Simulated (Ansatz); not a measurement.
Reactions of CH₇InOSi, SMILES `[OH][InH][CH2][SiH3]`.

Isolated molecules relaxed with PBE0-D4/def2-TZVP in Ansatz; ΔE leaves out vibrations. CCSD(T)/CBS adds triple-zeta CCSD(T) − MP2 to the extrapolated MP2 energy (def2 sets, frozen cores). DFT in def2-TZVPP. Elements past krypton have def2 core potentials. For In outer-core shells are correlated without core-valence functions, which leaves a few kJ/mol of doubt a bond. One conformer a species, not always the lowest.

```
                                                                                   reaction  CCSD(T)/CBS(def2) (eV)
`[OH][InH][CH2][SiH3]` + `CN([SiH3])[SiH2]F` → `F[SiH2]N([SiH3])[SiH3]` + `C[CH2][InH][OH]`                   -0.73
            `[OH][InH][CH2][SiH3]` + `CB1C[SiH2]1` → `[SiH3]B1C[SiH2]1` + `C[CH2][InH][OH]`                    0.71
              `[OH][InH][CH2][SiH3]` + `N[SiH](N)F` → `[NH2][InH][OH]` + `N[SiH](F)C[SiH3]`                    0.44
            `[OH][InH][CH2][SiH3]` + `F[SiH](Cl)Cl` → `[OH][InH][F]` + `[SiH3]C[SiH](Cl)Cl`                       ?
```

(1) Fill in the missing values. (Estimate.)

Largest T1 diagnostic: 0.017, for `[OH][InH][F]`.

Answers

(1) Ansatz gave: `[OH][InH][CH2][SiH3]` + `F[SiH](Cl)Cl` → `[OH][InH][F]` + `[SiH3]C[SiH](Cl)Cl`: +0.61 eV.
